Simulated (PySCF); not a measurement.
# Molecular orbitals of PbF⁺

r²SCAN at R = 2.006 Å; PySCF, scalar-relativistic core potentials, basis sets Pb def2-SVP with ECP60, F def2-SVP. State: ¹Σ⁺ (singlet), closed shell. Only the outer orbitals are listed, counted within each symmetry, core potentials removing the inner ones.

| orbital | occ. | ε (eV) | on Pb (%) | main shells (%) |
| --- | --- | --- | --- | --- |
| 6σ | 2 | -20.01 | 85 | 85 Pb s, 12 F p |
| 7σ | 2 | -14.91 | 29 | 70 F p, 16 Pb p, 12 Pb s |
| 3π | 2 | -14.84 | 8 | 92 F p |
| 3π | 2 | -14.84 | 8 | 92 F p |
| 4π | 0 | -9.59 | 94 | 94 Pb p |
| 4π | 0 | -9.59 | 94 | 94 Pb p |
| 8σ | 0 | -6.75 | 91 | 84 Pb p, 10 F p |

Task: Which are the highest filled and the lowest empty level, where do they sit, and how wide is the gap?

Result: Highest filled 3π at -14.84 eV (in %: 92 F p); lowest empty 4π at -9.59 eV (in %: 94 Pb p); the gap at r²SCAN is 5.25 eV.

The bond order (Mayer) is 1.11, the ⟨S²⟩ is 0.000 and the charge on Pb (Mulliken, basis-dependent) is 1.36. The charge on Pb (Löwdin, basis-dependent) is 1.25 and the dipole moment (positive dipole points towards F; it is taken about the centre of mass and depends on that origin) is -3.47 D.

Spin–orbit coupling is left out, which matters for elements this heavy, above all for dissociation energies.
